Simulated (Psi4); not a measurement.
Pair of molecules, SMILES [SiH4] with SMILES CC#N (the first has 5 atoms); geometry from B3LYP-D3(BJ)/def2-TZVP, rigid monomers moved along the line of their centres of mass till Si1···C7 is 6.43 Å.
(charge 0, multiplicity 1):
| atom | x (Å) | y (Å) | z (Å) |
|---|---|---|---|
| Si | 0.1832 | 0.1384 | 0.1081 |
| H | -0.2148 | 0.1674 | -1.3192 |
| H | -0.2366 | -1.1559 | 0.6927 |
| H | -0.5145 | 1.2348 | 0.8186 |
| H | 1.6453 | 0.3029 | 0.2248 |
| C | -1.6656 | -0.2315 | 6.6571 |
| C | -0.2206 | -0.1512 | 6.5238 |
| N | 0.9210 | -0.0875 | 6.4057 |
| H | -2.1035 | 0.7642 | 6.5864 |
| H | -2.0763 | -0.8526 | 5.8609 |
| H | -1.9322 | -0.6678 | 7.6198 |

Level of theory: SAPT0/jun-cc-pV(D+d)Z (Psi4).

**Question.** Give the four SAPT terms and the total, and say what mostly holds the pair together.

**Answer.** electrostatics -0.2, exchange 0.0, induction 0.0, dispersion -0.2, total -0.5 kJ/mol; the largest attraction is electrostatics.
